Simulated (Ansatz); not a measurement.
The cluster Ge₃⁻. Charge -1, multiplicity 2. Geometry PBE-D4/def2-TZVP, that of the neutral singlet; atoms count from 1.

Cartesian coordinates in Å:
```
Ge -1.5915 0.0230 -0.4299
Ge 1.3400 -0.9334 -0.2266
Ge 0.2515 0.9103 0.6565
```

The structure comes from a short search, and lower isomers may exist.

Problem. Estimate the Mulliken populations from the PBE0/def2-TZVPD orbitals of Ansatz.

Solution. 
```
atom  charge (e)  spin (α − β)
 Ge1       -0.27          0.43
 Ge2       -0.27          0.43
 Ge3       -0.46          0.15
```
Mulliken values depend strongly on the basis. With diffuse functions, as here, like atoms can get unlike values, and bond orders can come out too low or too high.

Problem. Where does the spin sit?

Solution. Summed by element: Ge 1.00, of 1 unpaired in all. Largest on single atoms: Ge1 0.43, Ge2 0.43, Ge3 0.15.

Problem. And the Mayer bond orders between heavy atoms (over 0.3)?

Solution. Ge1–Ge2 1.06 (3.09 Å); Ge1–Ge3 1.56 (2.32 Å); Ge2–Ge3 1.56 (2.32 Å).
